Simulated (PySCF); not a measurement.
Compound: C₆H₁₂O₂Si.
Atom-mapped SMILES: `[CH3:1][C:2](=[O:3])[O:4][C@H:5]1[CH2:6][CH2:7][SiH2:8][CH2:9]1` (hydrogens: H10, H11, H12 on C1; H13 on C5; H14, H15 on C6; H16, H17 on C7; H18, H19 on Si8; H20, H21 on C9)

The same species was optimised twice, with GFN2-xTB and with PBE0-D3(BJ)/def2-SVP (PySCF), and the same property calculations (PySCF, gas phase) were run on both structures.

| coordinate | GFN2-xTB | PBE0-D3(BJ)/def2-SVP | change |
| --- | --- | --- | --- |
| C2–O4 (Å) | 1.333 | 1.341 | +0.008 |
| C1–C2 (Å) | 1.509 | 1.501 | -0.008 |
| C6–C7 (Å) | 1.528 | 1.534 | +0.006 |
| O4–C5 (Å) | 1.435 | 1.429 | -0.006 |
| Si8–C9 (Å) | 1.906 | 1.901 | -0.005 |
| C7–Si8 (Å) | 1.907 | 1.903 | -0.004 |
| C5–C9 (Å) | 1.524 | 1.524 | 0.000 |
| C5–C6 (Å) | 1.530 | 1.530 | 0.000 |
| C2=O3 (Å) | 1.203 | 1.203 | 0.000 |
| C5–C9–Si8 (°) | 104.4 | 102.9 | -1.5 |
| C7–Si8–C9 (°) | 93.6 | 95.1 | +1.5 |
| C6–C7–Si8 (°) | 104.4 | 103.4 | -1.0 |
| O3–C2–O4 (°) | 124.4 | 123.7 | -0.7 |
| O4–C5–C6 (°) | 111.2 | 111.8 | +0.6 |
| C6–C5–C9 (°) | 108.7 | 109.1 | +0.4 |
| C2–O4–C5 (°) | 117.7 | 117.2 | -0.5 |
| C1–C2–O3 (°) | 124.9 | 125.3 | +0.4 |
| C1–C2–O4–C5 (°) | 180 | 179 | -1 |
| C2–O4–C5–C6 (°) | 84 | 81 | -3 |

Rotational constants: A = 3560, B = 701.7, C = 639.0 MHz (GFN2-xTB) against A = 3538, B = 710.0, C = 642.6 MHz (PBE0-D3(BJ)/def2-SVP). Point groups within 0.08 Å: C1 and C1.

On the GFN2-xTB structure: HOMO (eV) -7.80 [PBE0/pcSseg-1]; LUMO (eV) 0.47 [PBE0/pcSseg-1]; dipole (D) 1.83 [PBE0/pcSseg-1]; GIAO shielding of C1 (ppm) 163.0 [PBE0/pcSseg-1]; GIAO shielding of C2 (ppm) 10.8 [PBE0/pcSseg-1]; GIAO shielding of O3 (ppm) -111.7 [PBE0/pcSseg-1]; GIAO shielding of O4 (ppm) 95.9 [PBE0/pcSseg-1]; GIAO shielding of C5 (ppm) 107.5 [PBE0/pcSseg-1]; GIAO shielding of C6 (ppm) 152.0 [PBE0/pcSseg-1]; GIAO shielding of C7 (ppm) 180.9 [PBE0/pcSseg-1]; GIAO shielding of Si8 (ppm) 386.2 [PBE0/pcSseg-1].

**Question.** What do these properties become on the PBE0-D3(BJ)/def2-SVP structure?

**Answer.** 
| property | level | on GFN2-xTB | on PBE0-D3(BJ)/def2-SVP | change |
| --- | --- | --- | --- | --- |
| HOMO (eV) | PBE0/pcSseg-1 | -7.80 | -7.85 | -0.05 |
| LUMO (eV) | PBE0/pcSseg-1 | 0.47 | 0.38 | -0.09 |
| dipole (D) | PBE0/pcSseg-1 | 1.83 | 1.69 | -0.14 |
| energy, GFN2-xTB geometry as zero (kcal/mol) | PBE0/pcSseg-1 | 0.0 | -0.8 | -0.8 |
| GIAO shielding of C1 (ppm) | PBE0/pcSseg-1 | 163.0 | 162.1 | -0.9 |
| GIAO shielding of C2 (ppm) | PBE0/pcSseg-1 | 10.8 | 10.2 | -0.6 |
| GIAO shielding of O3 (ppm) | PBE0/pcSseg-1 | -111.7 | -116.1 | -4.4 |
| GIAO shielding of O4 (ppm) | PBE0/pcSseg-1 | 95.9 | 94.9 | -1.0 |
| GIAO shielding of C5 (ppm) | PBE0/pcSseg-1 | 107.5 | 108.0 | +0.5 |
| GIAO shielding of C6 (ppm) | PBE0/pcSseg-1 | 152.0 | 151.5 | -0.5 |
| GIAO shielding of C7 (ppm) | PBE0/pcSseg-1 | 180.9 | 179.8 | -1.1 |
| GIAO shielding of Si8 (ppm) | PBE0/pcSseg-1 | 386.2 | 382.8 | -3.4 |

The heavy atoms differ by 0.038 Å rms after alignment. Among bonds between heavy atoms C1–C2 and C2–O4 change most and about equally (-0.008 to +0.008 Å). Changes are differences of the printed values. Neither structure is proved a minimum here.
